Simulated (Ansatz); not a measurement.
`[SiH3]O[SiH](Cl)Cl` and `[SiH3]O[Si](Cl)(Cl)Cl` differ in one atom or group.

Ansatz, PBE0-D4/def2-TZVP geometries, multiplicity 1. Each molecule was computed in one conformer, which needn't be the lowest.

```csv
property,`[SiH3]O[SiH](Cl)Cl`
HOMO energy (PBE0/def2-TZVPP) / eV,-9.18
HOMO energy (B3LYP/def2-TZVPP) / eV,-8.91
LUMO energy (B3LYP/def2-TZVPP) / eV,-0.31
size of the dipole moment (B3LYP/def2-TZVPP) / D,1.15
HOMO energy (PBE/def2-TZVPP) / eV,-7.74
HOMO–LUMO gap (PBE0/def2-TZVPP) / eV,9.08
```

(1) Give the same properties after the change, and the shifts. (Best estimate.)

Results:

(1) Ansatz gave: 
```json
{"property": "HOMO energy (PBE0/def2-TZVPP) / eV", "`[SiH3]O[Si](Cl)(Cl)Cl`": "-9.30", "shift": "-0.12"}
{"property": "HOMO energy (B3LYP/def2-TZVPP) / eV", "`[SiH3]O[Si](Cl)(Cl)Cl`": "-9.00", "shift": "-0.09"}
{"property": "LUMO energy (B3LYP/def2-TZVPP) / eV", "`[SiH3]O[Si](Cl)(Cl)Cl`": "-0.53", "shift": "-0.22"}
{"property": "size of the dipole moment (B3LYP/def2-TZVPP) / D", "`[SiH3]O[Si](Cl)(Cl)Cl`": "1.45", "shift": "0.30"}
{"property": "HOMO energy (PBE/def2-TZVPP) / eV", "`[SiH3]O[Si](Cl)(Cl)Cl`": "-7.86", "shift": "-0.12"}
{"property": "HOMO–LUMO gap (PBE0/def2-TZVPP) / eV", "`[SiH3]O[Si](Cl)(Cl)Cl`": "8.99", "shift": "-0.09"}
```

With PBE0 the HOMO falls by 0.12 eV and the LUMO falls by 0.19 eV, so the gap narrows by about 0.07 eV. PBE moves the HOMO by -0.12 eV and ωB97M-V by -0.08 eV. Dipoles are sizes alone; their direction can turn.

B3LYP here is the variant with VWN-RPA as its local correlation; programs differ in this.
